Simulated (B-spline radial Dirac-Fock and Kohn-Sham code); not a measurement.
**Two-hole binding energies of Ir⁴⁺**

System: iridium as Ir⁴⁺, [Xe] 4f14 5d5, inside a Watson sphere of charge -4 and radius 2 Å (a model of the Madelung potential; inside it an electron's potential energy is raised by 28.8 eV).

Method: relaxed Dirac-Fock hole states (ΔSCF) with Breit and QED corrections and a finite nucleus. Computed with a radial B-spline solver. U is the two-hole binding energy less the two single-hole energies, the effective repulsion of the holes after relaxation. Each two-hole energy is an average over J within one jj subconfiguration.

| holes | E(a) (eV) | E(b) (eV) | E(ab) (eV) | U (eV) |
| --- | --- | --- | --- | --- |
| 1s⁻¹ 2p1/2⁻¹ | 76140.3 | 12857.9 | 89439.9 | 441.7 |
| 1s⁻¹ 3d3/2⁻¹ | 76140.3 | 2149.8 | 78398.4 | 108.2 |
| 2p1/2⁻² | 12857.9 | 12857.9 | 26022.3 | 306.6 |
| 2s⁻¹ 3p1/2⁻¹ | 13459.1 | 2945.8 | 16505.6 | 100.6 |
| 2p1/2⁻¹ 3s⁻¹ | 12857.9 | 3212.5 | 16166.6 | 96.3 |
| 2s⁻¹ 3d3/2⁻¹ | 13459.1 | 2149.8 | 15713.3 | 104.4 |
| 2s⁻¹ 3d5/2⁻¹ | 13459.1 | 2074.3 | 15633.9 | 100.5 |
| 2p1/2⁻¹ 3d5/2⁻¹ | 12857.9 | 2074.3 | 15035.9 | 103.8 |
| 2p3/2⁻¹ 3d3/2⁻¹ | 11248.7 | 2149.8 | ? | ? |
| 3p3/2⁻² | 2589.4 | 2589.4 | 5244.3 | 65.6 |
| 3d3/2⁻¹ 3d5/2⁻¹ | 2149.8 | 2074.3 | 4302.7 | 78.6 |
| 4f5/2⁻² | 94.28 | 94.28 | 217.9 | 29.3 |
| 4f5/2⁻¹ 4f7/2⁻¹ | 94.28 | 91.30 | 215.6 | 30.0 |
| 4f7/2⁻² | 91.30 | 91.30 | 212.0 | 29.4 |

Question: Give the missing two-hole energy and U.

Answer: E(ab) = 13505.0 eV and U = 106.5 eV.
